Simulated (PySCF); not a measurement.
Ge₂, septet, at a GFN2-xTB geometry of the parent state (a higher spin typed on purpose: for a closed-shell molecule this is an excited state); BLYP/STO-3G in PySCF.

The PySCF input:
```python
from pyscf import gto, scf, dft

mol = gto.Mole()
mol.atom = '''
    Ge   -0.00000000   -0.00000000   -1.16521925
    Ge    0.00000000    0.00000000    1.16521925
'''
mol.basis = 'sto-3g'
mol.spin = 6
mol.verbose = 3
mol.build()

mf = dft.UKS(mol)
mf.xc = 'blyp'
mf.kernel()
mf.analyze()
```

It wrote (shortened):

```
SCF not converged.
SCF energy = -4105.50918396013 after 50 cycles  <S^2> = 12.000085  2S+1 = 7.0000243
**** MO energy ****
                             alpha | beta                alpha | beta
MO #1   energy= -392.877300935028  | -392.874598437715  occ= 1 | 1
MO #2   energy= -392.865578888505  | -392.86287909361   occ= 1 | 1
MO #3   energy= -47.6603548921024  | -47.6482335294509  occ= 1 | 1
MO #4   energy= -47.6487329040137  | -47.6368175311278  occ= 1 | 1
MO #5   energy= -43.4523497714866  | -43.4403780152018  occ= 1 | 1
MO #6   energy= -43.4517837023314  | -43.4399784298873  occ= 1 | 1
MO #7   energy= -43.4436776289769  | -43.4353016236153  occ= 1 | 1
MO #8   energy= -43.4403261014271  | -43.4286392637006  occ= 1 | 1
MO #9   energy= -43.4403260412087  | -43.4286392253521  occ= 1 | 1
MO #10  energy= -43.4322819142135  | -43.424000741625   occ= 1 | 1
MO #11  energy= -5.46053132314753  | -5.4291606907673   occ= 1 | 1
MO #12  energy= -5.45285082291623  | -5.42203659553881  occ= 1 | 1
MO #13  energy= -3.73233829907122  | -3.6982319291208   occ= 1 | 1
MO #14  energy= -3.73121714744008  | -3.69538704032054  occ= 1 | 1
MO #15  energy= -3.7238714277643   | -3.69490048452927  occ= 1 | 1
MO #16  energy= -3.7238662105223   | -3.69154595954466  occ= 1 | 1
MO #17  energy= -3.72107337397421  | -3.68786552760204  occ= 1 | 1
MO #18  energy= -3.71398131815606  | -3.6878628628074   occ= 1 | 1
MO #19  energy= -0.451922898698574 | -0.387374534206038 occ= 1 | 1
MO #20  energy= -0.309460944803795 | -0.246604115987595 occ= 1 | 1
MO #21  energy= -0.285794188829164 | -0.241287918756021 occ= 1 | 1
MO #22  energy= -0.277100079064703 | -0.237879124924431 occ= 1 | 1
MO #23  energy= -0.268697606514807 | -0.237252904505774 occ= 1 | 1
MO #24  energy= -0.262970274345324 | -0.233410420813411 occ= 1 | 1
MO #25  energy= -0.261260965811518 | -0.230240034417549 occ= 1 | 1
MO #26  energy= -0.259324718740721 | -0.230239372094754 occ= 1 | 1
MO #27  energy= -0.258752326697861 | -0.221520263601683 occ= 1 | 1
MO #28  energy= -0.254871067810794 | -0.221071828448574 occ= 1 | 1
MO #29  energy= -0.251354860210986 | -0.213706277861519 occ= 1 | 1
MO #30  energy= -0.251353676872493 | -0.206482424204638 occ= 1 | 0
MO #31  energy= -0.143922545171156 | -0.0740718666478426 occ= 1 | 0
MO #32  energy= -0.123895275528789 | -0.0438703560224588 occ= 1 | 0
MO #33  energy= -0.123843427137642 | -0.0438271030976742 occ= 1 | 0
MO #34  energy= -0.0208588638947394 | 0.0661384257253459 occ= 1 | 0
MO #35  energy= -0.0208020580773137 | 0.0661856852774125 occ= 1 | 0
MO #36  energy= 0.180160505435806  | 0.246676895252326  occ= 0 | 0

To work with the spin densities directly, `use mulliken_meta_spin()` only printing them here.

 ** Mulliken spin pop alpha/beta on meta-lowdin orthogonal AOs **
 ** Mulliken Spin Density (per atom)  **
spin density of  0 Ge =      2.95540
spin density of  1 Ge =      3.04460
 ** Mulliken pop alpha/beta on meta-lowdin orthogonal AOs **
 ** Mulliken atomic charges   ( Nelec_alpha | Nelec_beta ) **
charge of  0Ge =     -0.04643  (    17.50091     14.54551 )
charge of  1Ge =      0.04643  (    17.49909     14.45449 )
Dipole moment(X, Y, Z, Debye): -0.00000,  0.00000,  0.39676
```

The run did not converge; its last values are not results.
